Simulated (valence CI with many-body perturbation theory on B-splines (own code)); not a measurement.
Level structure of Re LXIII

Computed by configuration interaction combined with many-body perturbation theory (CI+MBPT): three valence electrons over a frozen Dirac-Fock core [Ne], radial functions for each j: 11 s, 11 p, 9 d, 7 f, 5 g, 2 h, 1 i, with the one-electron correlation potential Σ1, the two-electron term Σ2, the three-electron term Σ3, Breit, model QED; selected CI, second order for the rest (own B-spline code, finite nucleus).

The last digits are not significant, and no measured levels were compared; by estimate large intervals hold to a few tenths of a per cent, small ones and those within an open d or f shell to about a per cent.

Levels 1 to 45 of 67, with energies above the lowest level, (3s^2 3p1/2) J=1/2. "Leading %" is the weight of the configuration and term that name the level; weights of strongly mixed levels are sums over their largest components and can fall short. In the jj column 3d3/2^4 stands for four electrons in 3d with j = 3/2. Lifetimes count E1, E2, E3, M1 and M2 decay at the calculated energies, and are blank where another channel may lead or the interval is too uncertain; long ones can be off by a factor of two.

```
No.  Configuration  Term    J  E (× 10³ cm⁻¹)  Leading %  Lifetime   Second component                Leading jj
  1         3s2.3p   2P°  1/2            0.00        100                                     3s^2 3p1/2 (100 %)
  2         3s.3p2    4P  1/2          1380.9         52   25.3 ps     31 % 3s.3p2 2S         3s 3p1/2^2 (99 %)
  3         3s2.3p   2P°  3/2          3126.4         99   1.63 ns                            3s^2 3p3/2 (99 %)
  4         3s.3p2    4P  3/2          4257.5         88   63.4 ps      8 % 3s.3p2 2D     3s 3p1/2 3p3/2 (99 %)
  5         3s.3p2    2D  5/2          4407.0         62   68.6 ps     37 % 3s.3p2 4P     3s 3p1/2 3p3/2 (98 %)
  6         3s.3p2    2D  3/2          4578.5         49   1.14 ps     29 % 3s.3p2 2P     3s 3p1/2 3p3/2 (80 %)
  7         3s.3p2    2P  1/2          4661.9         69    320 fs     30 % 3s.3p2 4P     3s 3p1/2 3p3/2 (99 %)
  8         3s2.3d    2D  3/2          5046.3         80    244 fs     12 % 3s.3p2 2D         3s^2 3d3/2 (80 %)
  9         3s2.3d    2D  5/2          5677.8         97   3.29 ps                            3s^2 3d5/2 (97 %)
 10            3p3   2P°  3/2          5928.7         26   2.68 ps  24 % 3s.3p.3d 4F°      3p1/2^2 3p3/2 (54 %)
 11       3s.3p.3d   4F°  3/2          6036.8         54   2.30 ps       15 % 3p3 2P°     3s 3p1/2 3d3/2 (67 %)
 12       3s.3p.3d   4F°  5/2          6135.1         42   35.1 ps  31 % 3s.3p.3d 2F°     3s 3p1/2 3d3/2 (98 %)
 13       3s.3p.3d   4D°  1/2          6353.1         57    385 fs  36 % 3s.3p.3d 2P°     3s 3p1/2 3d3/2 (99 %)
 14       3s.3p.3d   4D°  3/2          6410.0         32    264 fs  21 % 3s.3p.3d 2P°     3s 3p1/2 3d3/2 (85 %)
 15       3s.3p.3d   4P°  5/2          6840.8         38   3.38 ps  31 % 3s.3p.3d 4D°    3s 3p1/2 3d5/2 (100 %)
 16       3s.3p.3d   4F°  7/2          6958.2         42   4.43 ps  34 % 3s.3p.3d 2F°     3s 3p1/2 3d5/2 (99 %)
 17       3s.3p.3d   2F°  5/2          7042.0         51   3.70 ps  21 % 3s.3p.3d 2D°     3s 3p1/2 3d5/2 (98 %)
 18       3s.3p.3d   2D°  3/2          7081.2         37   1.45 ps  36 % 3s.3p.3d 2P°     3s 3p1/2 3d5/2 (92 %)
 19         3s.3p2    4P  5/2          7481.8         61   1.29 ps     38 % 3s.3p2 2D         3s 3p3/2^2 (99 %)
 20         3p2.3d    2D  3/2          7677.6         41   5.38 ps     34 % 3p2.3d 4F      3p1/2^2 3d3/2 (98 %)
 21         3s.3p2    2S  1/2          7788.6         68    446 fs     18 % 3s.3p2 4P         3s 3p3/2^2 (99 %)
 22         3s.3p2    2P  3/2          7846.4         60    221 fs     30 % 3s.3p2 2D         3s 3p3/2^2 (98 %)
 23         3p2.3d    2D  5/2          8506.2         33   2.94 ps     20 % 3p2.3d 4D      3p1/2^2 3d5/2 (98 %)
 24            3p3   2D°  5/2          9000.7         68    679 fs  14 % 3s.3p.3d 2D°      3p1/2 3p3/2^2 (68 %)
 25            3p3   4S°  3/2          9041.5         49    282 fs       43 % 3p3 2D°      3p1/2 3p3/2^2 (92 %)
 26            3p3   2P°  1/2          9181.3         80    366 fs  14 % 3s.3p.3d 2P°      3p1/2 3p3/2^2 (80 %)
 27       3s.3p.3d   4D°  3/2          9264.3         43    400 fs  34 % 3s.3p.3d 4P°     3s 3p3/2 3d3/2 (97 %)
 28       3s.3p.3d   4P°  1/2          9279.2         78    522 fs  16 % 3s.3p.3d 4D°     3s 3p3/2 3d3/2 (94 %)
 29       3s.3p.3d   4D°  5/2          9300.4         39    298 fs  22 % 3s.3p.3d 4F°     3s 3p3/2 3d3/2 (78 %)
 30       3s.3p.3d   4F°  7/2          9321.8         42    547 fs  38 % 3s.3p.3d 2F°     3s 3p3/2 3d3/2 (95 %)
 31       3s.3p.3d   2D°  3/2          9552.4         61    208 fs  20 % 3s.3p.3d 4P°     3s 3p3/2 3d3/2 (90 %)
 32       3s.3p.3d   2F°  5/2          9656.7         65    179 fs        8 % 3p3 2D°     3s 3p3/2 3d3/2 (90 %)
 33       3s.3p.3d   2P°  1/2          9702.7         64    161 fs  20 % 3s.3p.3d 4D°     3s 3p3/2 3d3/2 (85 %)
 34       3s.3p.3d   4F°  9/2          9800.8        100   3.83 ns                       3s 3p3/2 3d5/2 (100 %)
 35       3s.3p.3d   2D°  5/2          9986.9         46   1.20 ps  38 % 3s.3p.3d 4P°     3s 3p3/2 3d5/2 (97 %)
 36       3s.3p.3d   2F°  7/2           10058         56   1.77 ps  37 % 3s.3p.3d 4D°     3s 3p3/2 3d5/2 (95 %)
 37       3s.3p.3d   2D°  3/2           10086         41   1.14 ps  41 % 3s.3p.3d 2P°     3s 3p3/2 3d5/2 (91 %)
 38       3s.3p.3d   2F°  7/2           10217         71    374 fs  20 % 3s.3p.3d 4D°     3s 3p3/2 3d5/2 (99 %)
 39       3s.3p.3d   2P°  1/2           10292         83   1.28 ps   7 % 3s.3p.3d 4D°     3s 3p3/2 3d5/2 (94 %)
 40       3s.3p.3d   2P°  3/2           10381         75    310 fs   8 % 3s.3p.3d 4P°     3s 3p3/2 3d5/2 (99 %)
 41       3s.3p.3d   2D°  5/2           10400         62    311 fs  22 % 3s.3p.3d 2F°     3s 3p3/2 3d5/2 (95 %)
 42         3p2.3d    2F  5/2           10588         48    816 fs     36 % 3p2.3d 4F  3p1/2 3p3/2 3d3/2 (91 %)
 43         3p2.3d    4F  3/2           10653         41    472 fs     24 % 3p2.3d 4D  3p1/2 3p3/2 3d3/2 (98 %)
 44         3p2.3d    4D  1/2           10676         81    430 fs     16 % 3p2.3d 2P  3p1/2 3p3/2 3d3/2 (99 %)
 45         3p2.3d    2G  7/2           10713         52    552 fs     26 % 3p2.3d 2F  3p1/2 3p3/2 3d3/2 (96 %)
```

The ionisation energy to 3s2 1S_0 of the next ion comes out as 6953.5 eV (NIST: 6952 ± 15 eV (theoretical)). All 67 levels together are meant to be complete up to 12314 × 10³ cm⁻¹.
